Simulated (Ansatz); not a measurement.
`N[B]([SiH3])[GaH2]` + `C[SeH]` → `C[Se][B](N)[GaH2]` + SiH₄ at 600 K and 1 bar (cleavage of the B–Si bond).

Isolated molecules relaxed with PBE0-D4/def2-TZVP in Ansatz; ΔE leaves out vibrations. CCSD(T)/CBS adds triple-zeta CCSD(T) − MP2 to the extrapolated MP2 energy (def2 sets, frozen cores). This one scheme is used for every species. For Ga, Se outer-core shells are correlated without core-valence functions, which leaves a few kJ/mol of doubt a bond. Scalar relativity is left out up to krypton. Each species was taken in one conformer, which may not be the lowest.

| species | CCSD(T)/CBS energy (Eh) | H − E (kJ/mol) | S (J/(mol·K)) |
| --- | --- | --- | --- |
| `N[B]([SiH3])[GaH2]` | -2296.72771 | 250.9 | 476.7 |
| `C[SeH]` | -2441.15625 | 149.5 | 312.9 |
| `C[Se][B](N)[GaH2]` | -4446.45264 | 292.3 | 516.7 |
| SiH₄ | -291.46306 | 108.7 | 242.3 |

H − E and S are ideal-gas, rigid-rotor, harmonic terms from PBE0-D4/def2-TZVP, for one conformer and one mirror image of each species. 1 Eh = 2625.50 kJ/mol, R = 8.31446 J/(mol·K).

**Question.** By hand: ΔE, ΔH, ΔS and ΔG.

**Answer.** ΔE = (-4446.45264) + (-291.46306) − (-2296.72771) − (-2441.15625) = -0.03174 Eh = -83.3 kJ/mol. Δ(H − E) = 292.3 + 108.7 − 250.9 − 149.5 = 0.6, so ΔH = -82.7 kJ/mol. ΔS = 516.7 + 242.3 − 476.7 − 312.9 = -30.6 J/(mol·K). ΔG = -82.7 − 600 × (-30.6)/1000 = -64.3 kJ/mol.

**Question.** By hand: the equilibrium constant, and the temperature at which ΔG would vanish if ΔH and ΔS stayed fixed.

**Answer.** log₁₀ K = −ΔG/(RT ln 10) = 5.6. ΔG = 0 at ΔH/ΔS = 2703 K, far beyond where these terms or the molecules hold.

ΔH outweighs TΔS. A doubt of 5 kJ/mol in ΔE shifts log₁₀ K by 0.4 here. Other conformers and mirror images would add mixing entropy, several J/(mol·K) or more a flexible species. Modes under 60 cm⁻¹, often nearly free rotors, make the harmonic entropy too high. These are equilibria of isolated gas molecules and say nothing of rates. Largest T1 diagnostic: 0.014 (customary marks: 0.02 for closed shells, 0.045 for open ones).
